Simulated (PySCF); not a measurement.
Complex: H3NSe (SMILES N[SeH]) (first 5 atoms) with HF (SMILES F); geometry from B3LYP-D3(BJ)/def2-TZVP, rigid monomers moved along the line of their centres of mass till N1···H7 is 2.99 Å.
(charge 0, multiplicity 1):
```xyz
7

N     -1.001     0.600     0.760
Se    -0.201    -0.947     0.049
H     -0.826     1.398     0.160
H     -2.001     0.468     0.859
H     -0.929    -0.997    -1.240
F      0.241     1.710     4.321
H     -0.156     1.566     3.463
```

Interaction energies are E(AB) − E(A) − E(B) at the monomers' geometry in the complex; basis-set methods are counterpoise corrected. Rows marked so take none.

Rows in 3-21G, 6-31G* carry no dispersion term and start afresh at each structure (6-31G* with six Cartesian d functions); the Pople sets are all-electron and without relativity. MP2/6-31G* freezes PySCF's default core, which leaves 3d correlated.

Run with PySCF for 3-21G rows, 6-31G* rows. Values without a source in brackets are computed.

**Question.** Predict the interaction energy from B3LYP/3-21G (no counterpoise).

**Answer.** -4.5 kcal/mol

**Question.** Predict the interaction energy from MP2/6-31G* (no counterpoise).

**Answer.** -4.1 kcal/mol

**Question.** What is the computed interaction energy (HF/6-31G* (no counterpoise))?

**Answer.** -3.7 kcal/mol
